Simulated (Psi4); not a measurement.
Interaction energy of C4H12Ge ··· CH4O (SMILES C[C](C)(C)[GeH3] and CO). Monomers: optimised at B3LYP-D3(BJ) (def2-SVP and def2-TZVP), held rigid. Orientation: lowest of the rigid-body minima from ten starts at GFN2-xTB. The monomers approach along the line of their centres of mass (distance R); nothing else relaxes.

Calculation: SAPT0/jun-cc-pVDZ, frozen core in Psi4.

Components in kJ/mol:

```json
[
 {"R / Å": "3.92", "electrostatics": "-98.09", "exchange": "186.35", "induction": "-26.64", "dispersion": "-27.47", "total": "34.16"},
 {"R / Å": "4.11", "electrostatics": "-56.76", "exchange": "104.95", "induction": "-15.43", "dispersion": "-19.30", "total": "13.46"},
 {"R / Å": "4.34", "electrostatics": "-29.56", "exchange": "51.78", "induction": "-8.16", "dispersion": "-12.74", "total": "1.33"},
 {"R / Å": "4.54", "electrostatics": "-16.87", "exchange": "27.72", "induction": "-4.83", "dispersion": "-8.99", "total": "-2.98"},
 {"R / Å": "4.76", "electrostatics": "-9.12", "exchange": "13.77", "induction": "-2.82", "dispersion": "-6.23", "total": "-4.40"},
 {"R / Å": "5.02", "electrostatics": "-4.38", "exchange": "5.92", "induction": "-1.56", "dispersion": "-4.13", "total": "-4.14"},
 {"R / Å": "5.36", "electrostatics": "-1.59", "exchange": "1.92", "induction": "-0.78", "dispersion": "-2.48", "total": "-2.93"},
 {"R / Å": "5.81", "electrostatics": "-0.25", "exchange": "0.43", "induction": "-0.36", "dispersion": "-1.34", "total": "-1.52"},
 {"R / Å": "6.53", "electrostatics": "0.27", "exchange": "0.04", "induction": "-0.13", "dispersion": "-0.56", "total": "-0.38"},
 {"R / Å": "7.51", "electrostatics": "0.33", "exchange": "0.00", "induction": "-0.05", "dispersion": "-0.21", "total": "0.07"},
 {"R / Å": "8.86", "electrostatics": "0.24", "exchange": "0.00", "induction": "-0.01", "dispersion": "-0.07", "total": "0.16"}
]
```
